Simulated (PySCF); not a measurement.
1,1-difluorobut-2-yne (C4H4F2), SMILES CC#CC(F)F.

The structure is a stationary point at PBE-D3(BJ)/def2-SVP.

Level of theory: PBE-D3(BJ)/def2-SVP (PySCF).

No scaling factor is applied to the harmonic values.

A small imaginary wavenumber (i) marks a very flat motion, where grid noise or a shallow saddle decides the sign.

Problem. Give all harmonic wavenumbers and intensities. (An estimate is asked for; the answer gives what the named calculation found.)

Solution. 
```tsv
mode	ν (cm⁻¹)	IR (km/mol)	moving atoms (share of kinetic energy)
1	10i	0.1	H 94 %
2	109	1.6	F 47 %, C 42 %, H 11 %
3	137	3.2	C 67 %, F 17 %, H 16 %
4	320	3.5	C 64 %, H 18 %, F 18 %
5	336	4.7	C 69 %, H 17 %, F 14 %
6	435	3.8	C 48 %, F 47 %
7	533	1.0	C 70 %, F 27 %
8	588	2.9	F 65 %, C 30 %
9	821	53.5	C 80 %, H 16 %
10	989	6.2	H 67 %, C 33 %
11	991	4.6	H 68 %, C 32 %
12	1056	125.1	C 61 %, F 32 %
13	1060	211.4	C 61 %, F 33 %
14	1171	47.1	C 59 %, H 38 %
15	1316	16.6	H 86 %, C 12 %
16	1336	52.6	H 76 %, C 23 %
17	1345	115.4	H 53 %, C 46 %
18	1389	9.5	H 97 %
19	1389	9.5	H 97 %
20	2306	88.5	C 100 %
21	2957	43.9	H 92 %
22	2966	11.1	H 97 %
23	3052	1.3	H 91 %, C 9 %
24	3053	1.1	H 91 %, C 9 %
```
